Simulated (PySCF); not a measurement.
C2H5Be, SMILES [Be+][CH2]C, charge +1.

Geometry: PBE-D3(BJ)/def2-TZVP. The spin state was assumed, not searched. The isomer is the one that the SMILES or the coordinates give; other isomers of the formula were not compared.

All values below come from PySCF with PBE-D3(BJ)/def2-TZVP.

No scaling factor is applied to the harmonic values.

Computed vibrational spectrum:
```
mode  ν (cm⁻¹)  IR (km/mol)  moving atoms (share of kinetic energy)
----  --------  -----------  --------------------------------------
1          218         18.6                          H 83 %, Be 9 %
2          272         86.0                 C 42 %, Be 41 %, H 17 %
3          589         93.0                          H 77 %, C 19 %
4          739         12.4                         Be 65 %, C 32 %
5          897         17.4                                  H 93 %
6          917         50.4                          H 78 %, C 22 %
7          953         51.8                          C 77 %, H 23 %
8         1094        202.7                          H 76 %, C 23 %
9         1188          9.3                          H 77 %, C 23 %
10        1346          5.1                          H 90 %, C 10 %
11        1355          0.2                          H 87 %, C 13 %
12        1407         13.7                                  H 97 %
13        1440          8.5                                  H 95 %
14        2938         10.3                                  H 95 %
15        2960         59.3                                  H 96 %
16        2988         16.5                           H 91 %, C 9 %
17        3046         25.7                                  H 92 %
18        3086          0.8                          H 90 %, C 10 %
```
